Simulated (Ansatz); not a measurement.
The same hydrogenolysis along the group B, Al, In.

Program: Ansatz. Geometries: PBE0-D4/def2-TZVP. ΔE: electronic, gas phase. CCSD(T)/CBS is the MP2 limit (def2-TZVPP, def2-QZVPP) plus CCSD(T) − MP2 in def2-TZVPP, frozen cores. This one scheme is used for every species. def2 core potentials past Kr. For I, In outer-core shells are correlated without core-valence functions, which leaves a few kJ/mol of doubt a bond. One conformer a species, not always the lowest.

```json
{"reaction": "`FCBI` + H₂ → `BI` + `CF`", "CCSD/CBS(def2) (kJ/mol)": "-21", "CCSD(T)/CBS(def2) (kJ/mol)": "-17"}
{"reaction": "`F[CH2][AlH][I]` + H₂ → `[AlH2][I]` + `CF`", "CCSD/CBS(def2) (kJ/mol)": "-47", "CCSD(T)/CBS(def2) (kJ/mol)": "-42"}
{"reaction": "`F[CH2][InH][I]` + H₂ → `[InH2][I]` + `CF`", "CCSD/CBS(def2) (kJ/mol)": "-56", "CCSD(T)/CBS(def2) (kJ/mol)": "-50"}
```

Largest T1 diagnostic: 0.012, for `BI`.
